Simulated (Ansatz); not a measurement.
Reaction (ligand exchange at a B–Te bond): `C[SiH2][Te]B(O)O` + `CSS` → `CSSB(O)O` + `C[SiH2][TeH]`

Computed with Ansatz on PBE0-D4/def2-TZVP structures; ΔE is electronic, products minus reactants. CCSD(T)/CBS adds triple-zeta CCSD(T) − MP2 to the extrapolated MP2 energy (def2 sets, frozen cores). DFT in def2-TZVPP. B3LYP here is the variant with VWN-RPA as its local correlation; programs differ in this. def2 core potentials past Kr. For Te outer-core shells are correlated without core-valence functions, which leaves a few kJ/mol of doubt a bond. Each species was taken in one conformer, which may not be the lowest.

`C[SiH2][Te]B(O)O`:

Z-matrix (Å, degrees):
```
C
Si 1 1.870
H 1 1.092 2 111.0
H 1 1.093 2 110.0 3 -119.7
H 1 1.092 2 111.0 3 120.6
Te 2 2.503 1 107.5 3 -60.3
H 2 1.485 1 110.8 3 59.1
H 2 1.485 1 110.8 3 -179.6
B 6 2.186 2 93.1 1 -179.9
O 9 1.355 6 118.4 2 -0.1
O 9 1.361 6 122.4 2 179.9
H 10 0.964 9 112.2 6 180.0
H 11 0.958 9 114.9 6 -0.0
```

`CSS`:

Cartesian coordinates in Å:
```
C 0.115 -0.118 -0.956
S -0.410 1.125 0.238
S 0.343 0.421 1.995
H -0.376 -1.073 -0.770
H 1.198 -0.239 -0.937
H -0.189 0.259 -1.936
H -0.680 -0.376 2.366
```

`CSSB(O)O`:

Cartesian coordinates in Å:
```
C 0.664 -0.011 2.022
S 1.118 -1.104 0.662
S -0.690 -1.443 -0.247
B -0.700 -0.079 -1.493
O 0.339 0.773 -1.646
O -1.821 0.008 -2.250
H 1.588 0.193 2.569
H -0.045 -0.505 2.685
H 0.247 0.924 1.651
H 1.067 0.530 -1.052
H -1.766 0.714 -2.901
```

`C[SiH2][TeH]`:

```xyz
9

C     1.009   -0.506   -0.524
Si   -0.053    0.684    0.447
Te   -2.469    0.548   -0.181
H     2.059   -0.394   -0.240
H     0.914   -0.320   -1.595
H     0.709   -1.537   -0.328
H     0.306    2.096    0.152
H     0.099    0.444    1.906
H    -2.575   -1.014    0.365
```

(1) Is it downhill or uphill in electronic energy at CCSD(T)/CBS, and by how much? (Estimate.)

(2) What do these levels give: B3LYP-D4, SCS-MP2/def2-TZVPP, CCSD/def2-TZVPP, CCSD(T)/def2-TZVPP, MP2/def2-QZVPP, SCS-MP2/def2-QZVPP? (Best estimate.)

Largest T1 diagnostic among the species: 0.013.

Answers

(1) Ansatz gave: Downhill: ΔE = -26.2 kJ/mol.

(2) Computed: B3LYP-D4 -32.2, SCS-MP2/def2-TZVPP -25.3, CCSD/def2-TZVPP -28.0, CCSD(T)/def2-TZVPP -29.1, MP2/def2-QZVPP -23.3, SCS-MP2/def2-QZVPP -23.8 kJ/mol.
